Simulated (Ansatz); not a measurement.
```yaml
atoms:
  - { symbol: S, position_ang: [-0.6068, 0.2071, -0.5165] }
  - { symbol: C, position_ang: [0.8251, 0.4674, 0.0644] }
  - { symbol: C, position_ang: [2.2616, 0.7286, 0.6471] }
```

Basis set: cc-pVDZ (spherical functions). Correlated methods keep 7 orbitals frozen. Charge 0, multiplicity 1.

Computed with Ansatz (development build ahead of 0.2.0); the reference of a correlated method needn't be the lowest determinant of its kind. Restricted open shells among the atoms or ions are ROHF, correlated in semicanonical orbitals with singles.

Give the atomization energy at this shape (free ground-state atoms in the same class of orbitals less the molecule, no zero-point energy) of singlet C2S by RHF-CCSD(T), RHF-CCSD.

```csv
method,atomization energy
RHF-CCSD(T),206.67 kcal/mol
RHF-CCSD,194.21 kcal/mol
```

Caution: another spin multiplicity may lie lower; no unrestricted run beside it, a lower state can exist.
